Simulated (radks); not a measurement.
Valence configurations of the lead ion Pb2+. Method: Dirac Kohn-Sham, LDA (Slater exchange, Perdew-Wang correlation), spin-unpolarised, spherical densities, finite nucleus; open shells fill j = l - 1/2 first; Fermi nuclear charge, rms radius 5.5012 fm; computed with a radial shooting solver on a logarithmic mesh with Libxc functionals. Energies are relative to [Hg]; eigenvalues in eV.

valence                     E (eV)  e(4f5/2)  e(4f7/2)  e(5d3/2)  e(5d5/2)  e(6p1/2)
[Hg]                         0.000   -152.59   -147.56   -39.654   -37.020         -
[Xe] 4f14 5d10 6s1.5 6p0.5   4.322   -153.24   -148.20   -40.242   -37.600   -19.575
[Xe] 4f14 5d10 6s1 6p1       8.672   -153.88   -148.84   -40.821   -38.171   -19.909
[Xe] 4f14 5d10 6p2          17.456   -155.13   -150.09   -41.952   -39.286   -20.542
[Xe] 4f14 5d9 6s2 6p1       19.037   -158.30   -153.26   -43.939   -41.183   -20.882
[Xe] 4f14 5d9 6s1 6p2       28.188   -159.52   -154.48   -45.040   -42.268   -21.485
[Xe] 4f13.5 5d10 6s2 6p0.5  66.298   -162.19   -157.08   -42.766   -39.981   -20.179
[Xe] 4f13.5 5d10 6s1 6p1.5  75.276   -163.44   -158.34   -43.907   -41.106   -20.819
[Xe] 4f13.5 5d10 6p2.5      85.683   -165.04   -159.93   -45.357   -42.537   -21.629
[Xe] 4f13 5d10 6s2 6p1      136.93   -171.95   -166.77   -45.935   -42.998   -21.102

NIST lists [Hg] as the ground configuration; this level of theory agrees among the configurations tried. The energies are those of spherical spin-averaged densities, not of single terms.
